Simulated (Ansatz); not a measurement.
Geometry optimisation, Ansatz 0.2.0, RKS B3LYP-D4/STO-3G.

Input:

```yaml
crystal:
  periodic: [false, false, false]
  atoms:
    - { symbol: Si, position_ang: [0.0, 0.0, 0.0] }
    - { symbol: Cl, position_ang: [0.0, 0.0, 2.13] }
    - { symbol: O, position_ang: [1.5842, 0.0, -0.5594] }
    - { symbol: C, position_ang: [2.3503, -1.1632, -0.836] }
    - { symbol: H, position_ang: [1.7187, -1.9052, -1.3675] }
    - { symbol: H, position_ang: [3.2179, -0.8926, -1.4733] }
    - { symbol: H, position_ang: [2.7141, -1.6023, 0.1163] }
    - { symbol: O, position_ang: [-0.7913, 1.3709, -0.5594] }
    - { symbol: C, position_ang: [-2.1512, 1.4177, -0.9653] }
    - { symbol: H, position_ang: [-2.7687, 0.8215, -0.2614] }
    - { symbol: H, position_ang: [-2.5023, 2.4707, -0.9639] }
    - { symbol: H, position_ang: [-2.2473, 0.9975, -1.9882] }
    - { symbol: H, position_ang: [-0.6877, -1.1914, -0.4862] }
basis:
  gaussian: { orbitals: STO-3G }
hamiltonian:
  xc: b3lyp
  dispersion: d4
relax:
  f_tol: 0.02
  max_steps: 40
```

Launched with:

```bash
$ ansatz run input.yaml --threads 1 --pin off --max-ram 2048MiB --backend cpu --events-out ev --progress --plain --runs-dir out
```

Question: Where does it end, and by what steps?

Answer: It converged. Limits of this set-up: minimal basis. After 13 steps the energy has fallen by 0.558 eV; H10 moved furthest, 0.89 Å.

```tsv
step	energy less start (eV)	largest force component (eV/Å)	accepted
0	0.0000	2.797	yes
1	-0.3618	0.839	yes
2	-0.4434	0.433	yes
3	-0.4809	0.602	yes
4	-0.5115	0.363	yes
5	-0.5408	0.269	yes
6	-0.5456	0.199	yes
7	-0.5465	0.186	yes
8	-0.5462	0.502	no
9	-0.5531	0.079	yes
10	-0.5565	0.141	yes
11	-0.5581	0.065	yes
12	-0.5582	0.035	yes
13	-0.5583	0.005	yes
```

```xyz
13
Properties=species:S:1:pos:R:3
Si -0.028 -0.082 -0.508
Cl -0.228 -0.377 1.595
O 1.602 0.098 -0.942
C 2.375 -1.120 -0.671
H 1.993 -2.009 -1.220
H 3.411 -0.927 -1.010
H 2.408 -1.373 0.412
O -0.690 1.408 -0.975
C -2.138 1.458 -0.739
H -2.399 1.367 0.338
H -2.490 2.446 -1.095
H -2.697 0.673 -1.296
H -0.681 -1.239 -1.103
```

The run took 55 s on 1 thread of Arm Neoverse V2, on a shared host, peak memory 0.15 GiB.
